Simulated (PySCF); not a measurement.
C3H4O, SMILES C1CC1=O. The structure is a stationary point at PBE-D3(BJ)/def2-SVP.

Computed equilibrium geometry at PBE-D3(BJ)/def2-SVP (PySCF confirms it by a frequency run) as Cartesian coordinates in Å, and its point group:
point group C2v.
```xyz
8

O      0.0000     0.0000     1.5938
C      0.0000     0.0000     0.3875
C      0.0000     0.7846    -0.8657
C      0.0000    -0.7846    -0.8657
H     -0.9256     1.3028    -1.1718
H      0.9256     1.3028    -1.1718
H      0.9256    -1.3028    -1.1718
H     -0.9256    -1.3028    -1.1718
```
Charge 0, spin multiplicity 1.
